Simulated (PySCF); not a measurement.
Relative stability

The two ends of one reaction step of GaSiH$_{7}$S, closed shell (PBE0-D4/def2-TZVP).

A:

```json
{"atom": "Ga1", "x (Å)": "-1.0324", "y (Å)": "-1.3000", "z (Å)": "0.0690"}
{"atom": "Si2", "x (Å)": "1.3727", "y (Å)": "0.9192", "z (Å)": "-0.5036"}
{"atom": "H3", "x (Å)": "-1.3481", "y (Å)": "-1.9808", "z (Å)": "-1.2980"}
{"atom": "H4", "x (Å)": "0.1672", "y (Å)": "-1.6410", "z (Å)": "1.0138"}
{"atom": "H5", "x (Å)": "0.2334", "y (Å)": "0.1331", "z (Å)": "-1.0853"}
{"atom": "S6", "x (Å)": "-2.5858", "y (Å)": "0.0738", "z (Å)": "0.8372"}
{"atom": "H7", "x (Å)": "1.6031", "y (Å)": "2.0713", "z (Å)": "-1.4081"}
{"atom": "H8", "x (Å)": "0.9954", "y (Å)": "1.3796", "z (Å)": "0.8513"}
{"atom": "H9", "x (Å)": "2.5622", "y (Å)": "0.0377", "z (Å)": "-0.4552"}
{"atom": "H10", "x (Å)": "-1.9499", "y (Å)": "0.3271", "z (Å)": "1.9920"}
```

B:

```xyz
10
angstrom
Ga -0.6386 -1.1436 -0.2809
Si 1.5472 -0.1324 -0.1239
H -1.3170 -1.3004 -1.6945
H -1.1789 -2.0157 0.9152
H -1.3197 1.8607 -0.4013
S -1.9772 0.9804 0.3735
H 1.6525 1.0640 -1.0155
H 1.8222 0.3681 1.2582
H 2.6736 -1.0396 -0.4866
H -1.2716 1.3185 1.4663
```

Computed with PySCF 2.14 with density fitting (its default auxiliary sets; JK sets also for MP2 and CCSD(T)) (basis: def2-TZVPP); correlated methods freeze the cores. Filled d shells of the heavier atoms are correlated. The def2 sets are not built for correlating such inner shells, so the correlated values are less sure here. B3LYP uses VWN-RPA correlation.

Problem. Which structure is lower at CCSD(T), and by how much? (To be estimated.)

Solution. Computed: A, by 11.69 kcal/mol (electronic energy, against the other). By their contacts, A is a complex of GaH₃S ([SH][GaH2]) + SiH₄ and B is GaSiH₇S ([SiH3][GaH2][SH2]).

All methods give the same order:

| method | E(B) − E(A) (kcal/mol) |
| --- | --- |
| SPW92 | 6.66 |
| PBE-D4 | 8.60 |
| r2SCAN-D4 | 10.54 |
| PBE0-D4 | 9.43 |
| B3LYP-D4 | 11.77 |
| BHLYP-D4 | 12.87 |
| wB97M-V | 11.82 |
| HF | 17.01 |
| MP2 | 12.90 |
| CCSD | 12.19 |
| CCSD(T) | 11.69 |

The T1 diagnostic stays at or below 0.014.

Labels in which every atom is bracketed show which atoms are joined, not bond orders.

For scale, one of the runs: CCSD(T)/def2-TZVPP, 230 basis functions, launched by `OMP_NUM_THREADS=4 python run.py`. Hardware: 4 CPU threads of an Arm Neoverse V2, shared host. Wall time 14 min; peak host memory 4 GiB.
